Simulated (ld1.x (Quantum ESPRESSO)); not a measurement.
## What one change does to a pseudopotential (rubidium, TM)

- Element: rubidium
- Generator: ld1.x (Quantum ESPRESSO) 7.5
- Type: norm-conserving Troullier–Martins (Kleinman–Bylander form)
- Functional: PBE
- Relativity: non-relativistic
- Frozen core: [Ar] 3d10 4s2
- Valence charge: 7
- Reference configuration: 4p6 5s1 5p0
- Partial waves: 5s (bound): rc 3.90 bohr; 4d channel at 0.05 Ry: rc 3.60 bohr; 4p (bound): rc 2.40 bohr
- Local potential: the p channel
- Core correction: none

Change: fully relativistic.

Cutoffs: the cutoffs (Ry, on a coarse ladder) from which the occupation-weighted sum of valence levels, in a spherical-Bessel basis at the reference potential, stays within 10 and 1 mRy of its value at 400 Ry; they do not see the model core or the augmentation charge, which bear on the density cutoff. Errors are all-electron minus pseudo energies relative to the spin-unpolarised reference configuration.

Q: How do hardness, ghosts and transferability respond?

A: The potential gets neither clearly harder nor softer (15 Ry and 25 Ry → 15 Ry and 25 Ry); both files keep a bound ghost (s); the miss of the reference levels goes from 0.00 to 0.59 eV; the errors of the 3 common tests hardly move. In the changed file the local p channel has no projectors, so it cannot carry the spin–orbit splitting, and the file is wrong for that shell.

```tsv
quantity	base	changed
cutoff, loose	15 Ry	15 Ry
cutoff, tight	25 Ry	25 Ry
bound ghosts	s	s
largest miss of a reference level, eV	0.00	0.59
tests counted (converged, no solver errors)	3 of 4	3 of 4
error for 4p6 5s0 5p0, meV [ΔE 4.08 → 4.15 eV]	+10	+9.6
error for 4p6 5s0.5 5p0, meV [ΔE 1.55 → 1.58 eV]	+1.7	+1.6
error for 4p6 5s0 5p1, meV [ΔE 1.45 → 1.52 eV]	+14	+13
s: phases at 4.24 bohr within 0.05 rad from the reference energy up to (Ry; the scan ends near 5)	n/a	n/a
```

Base: Tests not counted: 4p5 5s1 5p0 (solver errors, printed error -2.5 eV). ld1.x printed “convergence not achieved” for 1 of the counted tests; its residual had stalled under 1e-8, short of the target of 1e-14. Changed file: Tests not counted: 4p5 5s1 5p0 (solver errors, printed error -2.5 eV). ld1.x printed “convergence not achieved” for 1 of the counted tests; its residual had stalled under 1e-8, short of the target of 1e-14. A true bound ghost makes a file unfit for plane-wave use even where its test errors are small: the radial tests pick states by their node count and pass the ghost by. Where a test does run into it, the solver fails or the error is huge.
